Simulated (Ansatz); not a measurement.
Start from `[CH3][InH2]` and change one atom or group to get `[CH3][InH][PH2]`.

Ansatz, PBE0-D4/def2-TZVP geometries, multiplicity 1. Each molecule was computed in one conformer, which needn't be the lowest.

Elements past krypton have def2 core potentials.

```
                               property  `[CH3][InH2]`
HOMO–LUMO gap (ωB97M-V/def2-TZVPP) / eV           9.62
  HOMO–LUMO gap (B3LYP/def2-TZVPP) / eV           5.51
     HOMO energy (PBE0/def2-TZVPP) / eV          -7.56
   HOMO–LUMO gap (PBE0/def2-TZVPP) / eV           6.02
      LUMO energy (PBE/def2-TZVPP) / eV          -2.29
    LUMO energy (B3LYP/def2-TZVPP) / eV          -1.85
```

Problem. What does the change do to each property? (Estimate.)

Solution. Ansatz gave: 
| property | `[CH3][InH][PH2]` | shift |
| --- | --- | --- |
| HOMO–LUMO gap (ωB97M-V/def2-TZVPP) / eV | 8.80 | -0.82 |
| HOMO–LUMO gap (B3LYP/def2-TZVPP) / eV | 4.85 | -0.66 |
| HOMO energy (PBE0/def2-TZVPP) / eV | -6.80 | 0.76 |
| HOMO–LUMO gap (PBE0/def2-TZVPP) / eV | 5.34 | -0.68 |
| LUMO energy (PBE/def2-TZVPP) / eV | -2.18 | 0.11 |
| LUMO energy (B3LYP/def2-TZVPP) / eV | -1.73 | 0.12 |

With PBE0 the HOMO rises by 0.76 eV and the LUMO rises by 0.08 eV, so the gap narrows by about 0.68 eV. PBE moves the HOMO by 0.62 eV and ωB97M-V by 0.94 eV.

B3LYP here is the variant with VWN-RPA as its local correlation; programs differ in this.
